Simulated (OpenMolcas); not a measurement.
## Levels of Pb III by method

```
Program             : OpenMolcas
Basis               : ANO-RCC-VTZP [8s7p5d3f2g]
Scalar Hamiltonian  : DKH2, point nucleus
Active space        : 2 electrons in 9 orbitals (RAS2 6s 6p; RAS3 6d, at most 2 electrons)
State averaging     : 2S+1 = 3 even, 3 roots; 2S+1 = 1 even, 7 roots; 2S+1 = 3 odd, 3 roots; 2S+1 = 1 odd, 3 roots
Spin-orbit coupling : RASSI with atomic mean-field integrals over the reference wave functions, term energies averaged over their components
```

Methods on the same reference wave functions:
A. RASSCF
B. SS-RASPT2, IPEA 0.25 Eh, imaginary shift 0.1 Eh (closed shells correlated: 5d)
C. MS-RASPT2, IPEA 0.25 Eh, imaginary shift 0.1 Eh (closed shells correlated: 5d)
D. XMS-RASPT2, IPEA 0.25 Eh, imaginary shift 0.1 Eh (closed shells correlated: 5d)

Energies in cm-1 above 6s2 1S0, the measured ground level; measured values from Moore, Atomic Energy Levels, vol. III, NSRDS-NBS 35 (1971 reprint of NBS Circular 467, 1958).

```csv
Level,A,B,C,D,Measured
6s2 1S0,0.0,0.0,0.0,0.0,0.0
6s 6p 3P* 0,54753,62500,63050,63710,60397
6s 6p 3P* 1,58679,66070,66620,67270,64391
6s 6p 3P* 2,69997,77740,78300,78950,
6s 6p 1P* 1,93319,93180,93740,94290,95340
```

Deviations, from unrounded energies. A percentage is the sum of absolute deviations over the sum of measured energies, with the sign that they share, or ± where signs differ.

```json
{"Against measurement": "mean absolute deviation (cm-1)", "Levels": "3", "A": "4500", "B": "2000", "C": "2200", "D": "2400"}
{"Against measurement": "other configurations (%)", "Levels": "3", "A": "-6.1", "B": "±2.7", "C": "±2.9", "D": "±3.3"}
```

B lies closest to measurement on these levels and A furthest from it. The largest miss of B in the table is 6s 6p 1P* 1, by -2200 cm-1. The ranking rests on the paired levels alone, and a cruder setting can come out closer through cancelling errors.

Among B to D the level of the table that moves most is 6s 6p 3P* 2, by 1200 cm-1 (lowest in B, highest in D). Moves below CASPT2's spread within the term are not significant.

The lowest spin-free term lies below A's lowest term by 0.401 hartree in B, 0.403 hartree in C, 0.408 hartree in D.

CASPT2 breaks the degeneracy within a term, and the mean is taken; among the terms shown or strongly mixed into the levels shown the widest spread is 180 cm-1 (6s 6p 1P*, D). Active for correlation alone: 6d; no level in the range computed is led by a configuration that fills it, so any true level of that kind is missing. Spin-orbit splittings of 6p shells tend to come out small when the coupling is added on scalar orbitals. Measured partners are found by configuration, term and J. A level has none where our copy of the source lacks it or the pairing is in doubt (some pairs that miss far off the trend of their configuration count as doubtful), and it then counts in no deviation. Only configurations of the active space appear. The table leaves out levels that lie high or whose names do not pair safely across all columns.

* marks odd parity.
